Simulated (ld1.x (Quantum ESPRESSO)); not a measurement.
# Configuration tests for Zn (Z = 30) (ultrasoft)

ld1.x (Quantum ESPRESSO) 7.5 input, shortened:

```
&input
   title='Zn', zed=30., rel=1, dft='PBESOL', iswitch=3,
   config='[Ar] 3d10 4s1.5 4p0'
 /
 &inputp
   pseudotype=3, tm=.true., lloc=-1, rcloc=0.95,
   nlcc=.false.,
   which_augfun='PSQ', rmatch_augfun=1.20
 /
6
4S  1  0   1.50   0.00  1.45  1.80  0.0
4S  1  0   0.00  -0.15  1.45  1.80  0.0
3P  2  1   6.00   0.00  1.05  1.30  0.0
4P  3  1   0.00   0.00  1.05  1.30  0.0
3D  3  2  10.00   0.00  1.05  1.25  0.0
3D  3  2   0.00   0.05  1.05  1.25  0.0
 &test
   configts(1)='3p6 3d10 4s1.5 4p0'
 /
```

Energies are relative to the spin-unpolarised reference configuration 3p6 3d10 4s1.5 4p0; without spin polarisation the order of configurations can differ from experiment.

Its overlap operator is not positive definite in a basis up to 400 Ry (lowest eigenvalue p -11.17), so the file is unfit for use: the generalised eigenproblem breaks down once the basis is large enough, and its test numbers describe a broken file.

| valence configuration | charge | ΔE all-electron (eV) | error AE − PS (meV) |
| --- | --- | --- | --- |
| 3p6 3d10 4s2 4p0 | 0 | -3.950 | +0.4 |
| 3p6 3d10 4s1 4p0 | +1 | 5.950 | -0.6 |
| 3p6 3d10 4s0 4p0 | +2 | 24.298 | +2.5 |
| 3p6 3d8 4s0 4p0 | +4 | 126.588 | -936 |
| 3p6 3d9 4s0 4p0 | +3 | 64.807 | -119 |
| 3p6 3d10 4s0 4p1 | +1 | 12.307 | +1.6 |
| 3p6 3d10 4s1 4p1 | 0 | 1.176 | -5.5 |

Levels in the configuration 3p6 3d10 4s1 4p1:

| level | all-electron (eV) | pseudo (eV) |
| --- | --- | --- |
| 3p | -85.498 | -85.525 |
| 3d | -12.361 | -12.406 |
| 4s | -7.411 | -7.415 |
| 4p | -2.094 | -2.088 |

Note: ghost state, extra bound levels that the all-electron valence spectrum of the same l lacks: s at -194.3 eV (p not tested). A true bound ghost makes a file unfit for plane-wave use.
